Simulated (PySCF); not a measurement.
# The 9-electron isoelectronic series, spin-free X2C

All values are computed (PySCF 2.14, energy differences of UHF-based or UKS calculations, no spin-orbit coupling). Each ion has its own even-tempered basis scaled to its charge (21s13p6d6f5g for the first); frozen: nothing. Ionisation energies in eV, correlation energies of the ion in mhartree.

```csv
ion,configuration,UHF,LDA,PBE,PBE0,r2SCAN,MP2 (all electrons),E_corr MP2,"NIST (with spin-orbit, Breit and QED)"
Si⁵⁺,[He] 2s2 2p5 (2P),203.68,205.53,205.33,205.32,205.69,205.24,n/a,205.28 (s)
Cl⁸⁺,[He] 2s2 2p5 (2P),399.37,400.96,400.88,400.93,401.49,400.95,n/a,400.85
V¹⁴⁺,[He] 2s2 2p5 (2P),976.40,977.35,977.62,977.77,978.74,978.00,n/a,977.2 ± 1.3 (s)
Br²⁶⁺,[He] 2s2 2p5 (2P),2879.6,2879.0,2880.2,2880.5,2882.4,2881.3,-337.3,2869 ± 5 (s)
Rb²⁸⁺,[He] 2s2 2p5 (2P),3295.3,3294.4,3295.7,3296.1,3298.1,3296.9,-339.5,3281 ± 6 (s)
Sr²⁹⁺,[He] 2s2 2p5 (2P),3513.8,3512.8,3514.2,3514.6,3516.6,3515.4,-340.6,3497 ± 6 (s)
Zr³¹⁺,[He] 2s2 2p5 (2P),3972.2,3971.0,3972.6,3973.0,3975.2,3973.9,-343.2,3950 ± 7 (s)
Nb³²⁺,[He] 2s2 2p5 (2P),4212.3,4210.9,4212.5,4212.9,4215.2,4213.9,-344.4,4187 ± 7 (s)
Mo³³⁺,[He] 2s2 2p5 (2P),4459.5,4458.0,4459.7,4460.2,4462.5,4461.2,-345.6,4430 ± 7 (s)
Tc³⁴⁺,[He] 2s2 2p5 (2P),4714.0,4712.3,4714.2,4714.6,4717.1,4715.7,-347.1,4681 ± 8 (s)
```

Each ion has its own basis, which adds noise of up to about 0.1 % along the series.

NIST values marked (s) are semi-empirical, (t) theoretical. Open shells are high-spin determinants of the terms that Hund's rules give.

Spin-orbit coupling of the open shells is absent from the calculated values and included in NIST's; it grows fast with Z.

At high Z the X2C-1e correlation energies are inflated by the missing two-electron picture change in the 1s pairs.
